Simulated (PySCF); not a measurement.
Point-charge models of `C=CC[SiH2]O[SiH2][SiH3]` against its computed dipole.

Coordinates (PBE0-D3(BJ)/def2-SVP, Å) and charges (e) from the PBE0/pcSseg-1 density (PySCF):

```csv
atom,x,y,z,Mulliken,IAO,Hirshfeld,ESP-fitted
C1,-1.435,1.720,0.197,-0.1869,-0.3276,-0.1069,-0.6109
C2,-2.002,0.540,-0.073,-0.2567,-0.1228,-0.0352,+0.0509
C3,-1.651,-0.764,0.559,-0.5081,-0.5650,-0.1589,-0.4189
Si4,-0.776,-1.896,-0.670,+0.8897,+1.0098,+0.4072,+0.6131
O5,0.590,-1.170,-1.253,-0.7542,-0.8648,-0.3074,-0.4404
Si6,1.699,0.055,-1.358,+0.6186,+0.7306,+0.3177,+0.4847
Si7,2.454,0.685,0.783,+0.0919,+0.2274,+0.2032,+0.1653
H8,-1.725,2.624,-0.344,+0.1229,+0.1503,+0.0465,+0.2131
H9,-0.670,1.825,0.972,+0.1300,+0.1373,+0.0373,+0.2461
H10,-2.768,0.500,-0.858,+0.1212,+0.1414,+0.0460,+0.1164
H11,-2.556,-1.304,0.894,+0.1627,+0.1594,+0.0496,+0.1355
H12,-1.007,-0.624,1.444,+0.1587,+0.1490,+0.0454,+0.1456
H13,-0.402,-3.181,-0.008,-0.1182,-0.1443,-0.0821,-0.1354
H14,-1.694,-2.179,-1.814,-0.1182,-0.1475,-0.0834,-0.1259
H15,1.131,1.222,-2.099,-0.0869,-0.1278,-0.0812,-0.1026
H16,2.873,-0.461,-2.128,-0.0936,-0.1270,-0.0808,-0.1198
H17,2.304,-0.478,1.715,-0.0558,-0.0923,-0.0729,-0.0649
H18,1.700,1.843,1.354,-0.0649,-0.0969,-0.0716,-0.0806
H19,3.903,1.059,0.724,-0.0523,-0.0891,-0.0724,-0.0712
```

Q: Form Σ q r in debye for every column and set it beside the full dipole.

A: The full density gives (-0.68, 0.16, 0.36) D, 0.79 D in size; dipole vectors point from the negative to the positive end.

```csv
scheme,μx,μy,μz,size (D),share of the full size (%),angle to the full dipole (°)
Mulliken,-0.05,-0.23,0.04,0.24,30,87
IAO,-0.34,-0.17,-0.04,0.39,49,51
Hirshfeld,-0.48,-0.05,0.21,0.52,66,18
ESP-fitted,-0.69,0.15,0.38,0.80,102,1
```

Q: Which set comes closest?

A: Length of the difference vector: ESP-fitted 0.02 D, Hirshfeld 0.33 D, IAO 0.62 D, Mulliken 0.81 D. Closest: ESP-fitted. 

Q: What is left for the Hirshfeld atoms' own dipoles?

A: The shares of the density sum to the whole, so what Σ q r misses lies in dipoles about the nuclei. The atomic dipoles sum to (-0.68, 0.16, 0.36) − (-0.48, -0.05, 0.21) = (-0.20, 0.21, 0.15) D, 0.33 D in size.

Q: With the origin at the mean of the coordinates, (-0.002, 0.001, -0.103) Å, which are the largest single terms, by size, of the Mulliken dipole along the direction of the full one?

A: Si6 -6.05, O5 +4.62, C3 -3.85, C2 -2.29, H11 +1.88 D; all 19 atoms together +0.01 D. The single terms depend on the origin, their sum doesn't.

Q: Give the size of the full dipole in other units.

A: 0.79 D = 0.310 au = 0.164 e·Å = 2.63 × 10⁻³⁰ C·m.

The structure is a single PBE0-D3(BJ)/def2-SVP conformer in the gas phase; no vibrational or solvent corrections.

The run behind these numbers computed NMR shieldings as well. Time: 36 s; peak memory 1.1 GiB. Hardware: one thread of an Arm Neoverse V2, shared host with 96 logical CPUs at a one-minute load of 69.

Conformer computed: `[CH2:1]=[CH:2][CH2:3][SiH2:4][O:5][SiH2:6][SiH3:7]`: C1–C2–C3–Si4 -110°, C2–C3–Si4–O5 58°, C3–Si4–O5–Si6 2°, Si4–O5–Si6–Si7 51°.
